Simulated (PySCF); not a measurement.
Two-photon absorption: `c1c(C)ccc(Cl)c1`, C7H7Cl

Molfile (atoms numbered from 1):
```
C7H7Cl
     RDKit          3D

 15 15  0  0  0  0  0  0  0  0999 V2000
   -1.5925   -0.0220    0.0006 C   0  0  0  0  0  0  0  0  0  0  0  0
   -0.0998    0.1228    0.0590 C   0  0  0  0  0  0  0  0  0  0  0  0
    0.7304   -0.9961    0.1927 C   0  0  0  0  0  0  0  0  0  0  0  0
    2.1171   -0.8757    0.2166 C   0  0  0  0  0  0  0  0  0  0  0  0
    2.6937    0.3878    0.1065 C   0  0  0  0  0  0  0  0  0  0  0  0
    4.4197    0.5518    0.1380 Cl  0  0  0  0  0  0  0  0  0  0  0  0
    1.8935    1.5208   -0.0237 C   0  0  0  0  0  0  0  0  0  0  0  0
    0.5088    1.3789   -0.0455 C   0  0  0  0  0  0  0  0  0  0  0  0
   -1.9359   -0.8952    0.5740 H   0  0  0  0  0  0  0  0  0  0  0  0
   -1.9352   -0.1580   -1.0390 H   0  0  0  0  0  0  0  0  0  0  0  0
   -2.1001    0.8691    0.3974 H   0  0  0  0  0  0  0  0  0  0  0  0
    0.2831   -1.9899    0.2830 H   0  0  0  0  0  0  0  0  0  0  0  0
    2.7551   -1.7546    0.3236 H   0  0  0  0  0  0  0  0  0  0  0  0
    2.3579    2.5051   -0.1035 H   0  0  0  0  0  0  0  0  0  0  0  0
   -0.1143    2.2721   -0.1444 H   0  0  0  0  0  0  0  0  0  0  0  0
  1  2  1  0
  2  3  1  0
  3  4  2  0
  4  5  1  0
  5  6  1  0
  5  7  2  0
  7  8  1  0
  8  2  2  0
  1  9  1  0
  1 10  1  0
  1 11  1  0
  3 12  1  0
  4 13  1  0
  7 14  1  0
  8 15  1  0
M  END
```

Level of theory: TDDFT CAM-B3LYP/aug-cc-pVDZ excited states, vertical, gas phase in PySCF 2.14.0. Geometry: PBE0-D3(BJ)/def2-SVP.

Singlets 5 and 6 lie within 0.01 eV of each other, so their separate moments and overlaps can depend on how they mix.

(1) Give the one- and two-photon strengths of the lowest singlets.

Answers

(1) δ for parallel linear polarisation; σ at the peak of a Lorentzian of half width 0.1 eV, single beam; Ω is circular over linear.
```csv
state,E (eV),f,photon λ (nm),δ (au),σ (GM),Ω,main
S1,5.16,0.007,481,0.6,0.01,1.50,"HOMO→LUMO+1 0.72, HOMO−1→LUMO+2 0.23"
S2,5.76,0.122,430,14.8,0.18,0.79,"HOMO→LUMO+2 0.75, HOMO−1→LUMO+1 0.20"
S3,6.06,0.000,409,9.35,0.13,1.49,"HOMO→LUMO 0.77, HOMO→LUMO+4 0.09"
S4,6.54,0.004,379,27.6,0.43,1.42,"HOMO→LUMO+5 0.38, HOMO→LUMO+8 0.37"
S5,6.63,0.295,374,2.36,0.04,1.50,"HOMO−1→LUMO+2 0.61, HOMO→LUMO+1 0.22"
S6,6.64,0.002,373,1.2,0.02,1.15,"HOMO→LUMO+4 0.75, HOMO→LUMO 0.10"
```

Among these, the strongest one-photon state is S5, the strongest two-photon state S4, with a dipole change of 5.7 D (relaxed, norm of the difference vector).
